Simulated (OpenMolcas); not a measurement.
O II.

```json
{
 "Program": "OpenMolcas",
 "Basis": "ANO-RCC-VTZP [4s3p2d1f]",
 "Scalar Hamiltonian": "DKH2, point nucleus",
 "Active space": "5 electrons in 9 orbitals (RAS2 2s 2p; RAS3 3d, at most 2 electrons)",
 "State averaging": "2S+1 = 4 odd, 1 root; 2S+1 = 2 odd, 8 roots; 2S+1 = 4 even, 3 roots; 2S+1 = 2 even, 9 roots",
 "Spin-orbit coupling": "RASSI with atomic mean-field integrals over the reference wave functions, term energies averaged over their components"
}
```

Two sets of levels on these reference wave functions, in cm-1 above 2s2 2p3 4S* 3/2: one from RASSCF and one from SS-RASPT2, IPEA 0.25 Eh, imaginary shift 0.1 Eh (closed shells correlated: 1s).

```csv
Level,Set 1,Set 2
2s2 2p3 4S* 3/2,0.0,0.0
2s2 2p3 2D* 3/2,29762,27599
2s2 2p3 2D* 5/2,29765,27602
2s2 2p3 2P* 3/2,44395,41613
2s2 2p3 2P* 1/2,44399,41617
2s 2p4 4P 5/2,122572,120491
2s 2p4 4P 3/2,122720,120639
2s 2p4 4P 1/2,122808,120727
2s 2p4 2D 3/2,172721,167766
2s 2p4 2D 5/2,172723,167767
2s 2p4 2S 1/2,207140,199440
2s 2p4 2P 3/2,223356,216613
2s 2p4 2P 1/2,223530,216787
```

Problem. Which set is which?

Solution. Set 2 is SS-RASPT2. Its levels of the other terms of 2s2 2p3 lie at 0.93 to 0.94 of the other set's values, as expected, since terms of lower spin or lower L gain more correlation energy than the Hund ground term. Against 12 measured levels (NIST Handbook of Basic Atomic Spectroscopic Data) the mean absolute deviation is 1800 cm-1 with it and 5700 cm-1 without; single levels miss by up to 4000 cm-1 with it.

Active for correlation alone: 3d; no level in the range computed is led by a configuration that fills it, so any true level of that kind is missing. Without dynamic correlation excited terms often stand tens of per cent too high (terms of higher spin than the ground term too low), and those without a measured partner can miss by more than the paired ones (holds for RASSCF). Measured partners are found by configuration, term and J. A level has none where our copy of the source lacks it or the pairing is in doubt (some pairs that miss far off the trend of their configuration count as doubtful), and it then counts in no deviation. Levels of configurations outside the active space are missing.

* marks odd parity.
